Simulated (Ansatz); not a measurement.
This geometry of AlF2H3O (7 atoms, charge 0, multiplicity 1) is a first-order saddle point.

The calculation used RKS PBE0/6-31G* in Ansatz.

```xyz
7
Properties=species:S:1:pos:R:3
Al 0.056 -0.259 -0.068
H 0.003 -0.069 1.682
F 1.437 0.358 -0.711
F -1.403 0.068 -0.760
O 0.160 -1.966 0.586
H -0.606 -2.552 0.485
H 0.024 -1.106 1.510
```

Question: Which two structures does it join? (They come from a converged band through this point; their orientation in space is the band's.)

Answer: Bonds broken: Al1–H2, O5–H7. Bonds formed: H2–H7. AlF2H3O becomes AlF2HO + H2.

First end point:

```xyz
7
Properties=species:S:1:pos:R:3
Al 0.079 0.012 0.135
H -0.017 0.728 1.547
F 1.436 0.236 -0.789
F -1.333 -0.296 -0.712
O 0.138 -1.910 0.674
H -0.663 -2.254 0.241
H 0.031 -2.042 1.629
```

Last end point:

```xyz
7
Properties=species:S:1:pos:R:3
Al 0.039 -0.595 -0.246
H 0.068 0.239 1.867
F 1.395 0.297 -0.493
F -1.421 0.095 -0.573
O 0.177 -2.249 0.111
H -0.603 -2.810 0.090
H 0.017 -0.502 1.969
```

Question: How far does it lie above each of them?

Answer: 21.1 kcal/mol above the first and 19.3 kcal/mol above the second. This is the barrier of this one path; another mechanism may lie lower. The orbitals stay closed-shell, which can raise the energy where a bond breaks towards radicals; this wasn't checked here.

Time of the run: 2.8 min on 1 thread of Arm Neoverse V1, on a shared host, peak memory 0.13 GiB.
